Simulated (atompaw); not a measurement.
## Reading a pseudo-wave (silicon)

Columns: radius, all-electron u(r) and pseudo u(r) of the 3p shell (level -5.83 eV) of silicon in the configuration [Ne] 3s2 3p1.75; PBE, scalar-relativistic, PAW (atompaw) scheme, atompaw 4.2.0.5.

| r (bohr) | all-electron | pseudo |
| --- | --- | --- |
| 0.063 | -0.0532 | 0.0015 |
| 0.127 | -0.1420 | 0.0063 |
| 0.190 | -0.2130 | 0.0140 |
| 0.254 | -0.2554 | 0.0248 |
| 0.317 | -0.2681 | 0.0384 |
| 0.381 | -0.2565 | 0.0549 |
| 0.444 | -0.2268 | 0.0738 |
| 0.508 | -0.1837 | 0.0953 |
| 0.571 | -0.1326 | 0.1187 |
| 0.635 | -0.0757 | 0.1443 |
| 0.698 | -0.0173 | 0.1713 |
| 0.762 | 0.0426 | 0.2001 |
| 0.825 | 0.1007 | 0.2295 |
| 0.888 | 0.1568 | 0.2598 |
| 0.952 | 0.2112 | 0.2911 |
| 1.015 | 0.2616 | 0.3222 |
| 1.079 | 0.3094 | 0.3537 |
| 1.142 | 0.3529 | 0.3844 |
| 1.206 | 0.3937 | 0.4149 |
| 1.269 | 0.4303 | 0.4439 |
| 1.333 | 0.4642 | 0.4721 |
| 1.396 | 0.4942 | 0.4984 |
| 1.460 | 0.5215 | 0.5233 |
| 1.523 | 0.5451 | 0.5457 |
| 1.587 | 0.5661 | 0.5662 |
| 1.650 | 0.5838 | 0.5838 |

Task: How many radial nodes do the two functions have?

Result: The all-electron 3p function has n − l − 1 = 1; the pseudo-wave has 0, since the states of the same l below it are removed with the core.

Task: Is the pseudo-wave norm-conserving?

Result: No, it belongs to a PAW set: the norm inside the radius is not constrained, and the difference is carried by the augmentation charge.
